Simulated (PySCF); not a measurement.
CH4Cl2Ge, SMILES [CH3][GeH]([Cl])[Cl]. Atoms are numbered in the order given.

```xyz
8

Ge     0.3708    -0.2862     0.0000
C     -0.5507    -1.9816     0.0000
Cl    -0.2434     0.8320     1.7401
Cl    -0.2434     0.8320    -1.7401
H      1.9027    -0.3313     0.0000
H     -0.2777    -2.5536     0.8982
H     -0.2777    -2.5536    -0.8982
H     -1.6345    -1.8021     0.0000
```
Charge 0, spin multiplicity 1.

Geometry optimised at PBE0-D3(BJ)/def2-SVP.

Method: PBE/def2-TZVP run with PySCF.

Isolated molecule, no solvent.

```
Item                                                                                                            Value
---------------------------------------------------------------------------------------------  ----------------------
total energy                                                                                      -3037.30546 hartree
point group                                                                                                        Cs
highest occupied level                                                                                       -7.38 eV
lowest empty level                                                                                           -1.39 eV
orbital gap                                                                                                   6.00 eV
dipole moment                                                                                                  2.65 D
quadrupole, principal values (traceless, Buckingham form, about the centre of nuclear charge)   -4.76, 1.64, 3.12 D·Å
mean static polarisability                                                                       66.5 bohr³ (9.86 Å³)
polarisability, principal values                                                               56.9, 68.5, 74.3 bohr³
```
